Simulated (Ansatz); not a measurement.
AlCl₃H₂Se, SMILES `[Cl][Al-]([Cl])([Cl])[SeH2+]`, 7 atoms. Charge 0, multiplicity 1. Correlated methods include outer-core shells of Se, which these sets cover unevenly. Scalar relativity is left out up to krypton. All runs use 4 threads of an Intel Xeon on a shared host. Correlated methods freeze the cores.

Problem. Give the basis size and wall time and peak host memory of each of these runs in Ansatz. RKS PBE-QIDH (frozen core)/def2-TZVPP energy; RKS BLYP-D4/def2-TZVPP energy; RKS r2SCANh-D4/def2-TZVPP energy; RKS PBE0-D4/def2-TZVP frequencies; RKS PBE0-D4/def2-TZVP relaxation (7 steps); RKS ωB97M-V/def2-SVP energy; RKS PBE0-D4/def2-QZVPP energy; direct RPA on PBE orbitals/def2-TZVPP energy; RHF-MP2/def2-QZVPP energy; RHF-CCSD(T)/def2-TZVPP energy; RKS ωB97M-V/def2-QZVPP energy; RKS PBE0-D4/def2-SVP energy. (Best estimate.)

Solution. Computed: Other jobs shared the machine, so times are rough.

```
                                level                   job  functions  wall time  peak host memory (GiB)
                 RKS PBE0-D4/def2-SVP                energy        114        6 s                    0.46
               RKS BLYP-D4/def2-TZVPP                energy        244       13 s                    0.41
                 RKS ωB97M-V/def2-SVP                energy        114       14 s                    0.46
direct RPA on PBE orbitals/def2-TZVPP                energy        244       15 s                    0.55
RKS PBE-QIDH (frozen core)/def2-TZVPP                energy        244       16 s                    0.71
            RKS r2SCANh-D4/def2-TZVPP                energy        244       20 s                     1.1
               RKS PBE0-D4/def2-QZVPP                energy        429       38 s                     2.4
                   RHF-MP2/def2-QZVPP                energy        429       50 s                     2.3
               RKS ωB97M-V/def2-QZVPP                energy        429       63 s                     2.6
                RKS PBE0-D4/def2-TZVP  relaxation (7 steps)        208    3.5 min                     0.8
               RHF-CCSD(T)/def2-TZVPP                energy        244    4.8 min                     4.3
                RKS PBE0-D4/def2-TZVP           frequencies        208    8.5 min                     0.8
```
